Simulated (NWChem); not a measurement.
Species: C₃H₆OSi; SMILES CC1=C[SiH2]O1

```xyz
11

C      0.0745     2.1992     0.0000
C     -0.1046     0.7275     0.0000
C     -1.1982    -0.0783     0.0000
Si     0.0249    -1.4429     0.0000
O      1.0470    -0.0323     0.0000
H      0.6554     2.5022     0.8854
H      0.6554     2.5022    -0.8854
H     -0.8913     2.7195     0.0000
H     -2.2477     0.2029     0.0000
H      0.2365    -2.2791     1.2153
H      0.2365    -2.2791    -1.2153
```
Atoms are numbered in this order, from 1.

Coordinates come from a PBE0/def2-SVP optimisation.

Symmetry labels are those of Cs in the frame above (b1 and b2, or b-type labels, depend on it).

List the 4 lowest vertical singlet excitations from PBE/def2-SVP, full TDDFT (NWChem).


```csv
state,energy (eV),oscillator strength,symmetry,leading excitation (squared amplitude)
S1,4.73,0.001,a",HOMO → LUMO+1 (1.00)
S2,5.61,0.090,a',HOMO → LUMO (0.92)
S3,6.41,0.000,a",HOMO → LUMO+2 (0.99)
S4,6.69,0.000,a",HOMO → LUMO+3 (0.99)
```
